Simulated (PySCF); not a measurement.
GaH₂, SMILES [GaH2], multiplicity 2. Atoms are numbered in the order given.

```xyz
3

Ga     0.0000     0.0000     0.0485
H      0.0000    -1.3863    -0.7523
H      0.0000     1.3863    -0.7523
```
Charge 0, spin multiplicity 2.

The structure is a stationary point at B3LYP-D3(BJ)/def2-TZVPD. The spin state was assumed, not searched. The isomer is the one that the SMILES or the coordinates give; other isomers of the formula were not compared.

These are B3LYP/def2-TZVPD (PySCF) values and carry that method's errors.

Mulliken values depend strongly on the basis, most of all with diffuse functions as here. Atomic charges (e):

```
atom  meta-Löwdin  Mulliken  Mulliken spin
----  -----------  --------  -------------
Ga1             …      0.24           0.75
H2              …     -0.12           0.13
H3              …     -0.12           0.13
```

Fill in the missing entries. (Estimate from the structure and the level; the computed values follow.)


- Ga1, meta-Löwdin: 0.14
- H2, meta-Löwdin: -0.07
- H3, meta-Löwdin: -0.07
